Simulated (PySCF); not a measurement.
HCl$_{3}$Si, singlet, at a GFN2-xTB geometry.

Input for PySCF:
```python
from pyscf import gto, scf, mp

mol = gto.M(
    atom='''
Si    0.02863441   -0.01627765    0.49106656
Cl   -1.24158057   -1.43679456   -0.14881741
Cl   -0.64009829    1.79232122   -0.07685298
Cl    1.85144867   -0.33834186   -0.29276296
H     0.11303141   -0.06425436    1.93843503
''',
    basis='sto-3g',
    verbose=4,
)

mf = scf.RHF(mol)
mf.kernel()

pt = mp.MP2(mf)
pt.kernel()
print('E(MP2) = %.10f' % pt.e_tot)
```

### Question
What does this run give for the SCF-reference HOMO energy, SCF-reference dipole moment, MP2 correlation energy, nuclear repulsion energy, total energy, SCF-reference Mulliken (on the basis functions themselves) charges in atom order?

### Answer

* **SCF-reference HOMO energy**: -11.44 eV
* **SCF-reference dipole moment**: 2.24 D
* **MP2 correlation energy**: -0.0507 Eh
* **nuclear repulsion energy**: 342.2102 Eh
* **total energy**: -1650.1259 Eh
* **SCF-reference Mulliken (on the basis functions themselves) charges in atom order**: Si1 1.03, Cl2 -0.32, Cl3 -0.32, Cl4 -0.32, H5 -0.08
